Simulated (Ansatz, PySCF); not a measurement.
System: sum formula CaOH, net charge 0, doublet state. It need not be the lowest isomer of its formula. 
Geometry from a B3LYP-D3(BJ)/def2-TZVP (Ansatz, an electronic-structure program) optimisation:
```xyz
3

Ca     0.0000     0.0000    -0.6473
O      0.0000     0.0000     1.3322
H      0.0000     0.0000     2.2876
```
Charge 0, spin multiplicity 2.

Wanted: vertical ionisation energy (to the singlet state of charge +1; each state is the SCF solution reached for its spin), in eV. Valence correlation only, unless marked. UHF or UKS for open shells. Spin-orbit coupling is left out. The frozen core is the preceding noble-gas configuration, with the filled d and f shells of earlier blocks. The outer core of K, Ca and their heavier congeners is not correlated, a term that matters for these elements. No relativistic terms. CBS marks a two-point X^-3 extrapolation of the correlation energy; Hartree-Fock from the larger set.

| level | program | vertical ionisation energy (eV) |
|---|---|---|
| SVWN5/def2-TZVPD | Ansatz | 5.60 |
| PBE/def2-TZVPD | Ansatz | 5.51 |
| r2SCAN/def2-TZVPD | Ansatz | 5.39 |
| B3LYP/def2-TZVPD | Ansatz | 5.64 |
| PBE0/def2-TZVPD | Ansatz | 5.52 |
| BHLYP/def2-TZVPD | Ansatz | 5.54 |
| CAM-B3LYP/def2-TZVPD | Ansatz | 5.62 |
| wB97M-V/def2-TZVPD | Ansatz | 5.39 |
| wB97X-V/def2-TZVPD | Ansatz | 5.39 |
| CCSD/def2-SVPD | Ansatz | 5.28 |
| CCSD/def2-TZVPPD | Ansatz | 5.31 |
| CCSD/def2-QZVPPD | Ansatz | 5.30 |
| CCSD/CBS(def2-TZVPPD,def2-QZVPPD) | Ansatz | 5.30 |
| CCSD(T)/def2-SVPD | Ansatz | 5.28 |
| CCSD(T)/def2-TZVPPD | Ansatz | 5.31 |
| CCSD(T)/def2-QZVPPD | Ansatz | 5.30 |
| CCSD(T)/CBS(def2-TZVPPD,def2-QZVPPD) | Ansatz | 5.30 |

For comparison, minus the highest occupied orbital energy (PySCF): 5.40 eV at HF/def2-TZVPD, 4.02 eV at MN15/def2-TZVPD, 3.93 eV at PW6B95/def2-TZVPD.
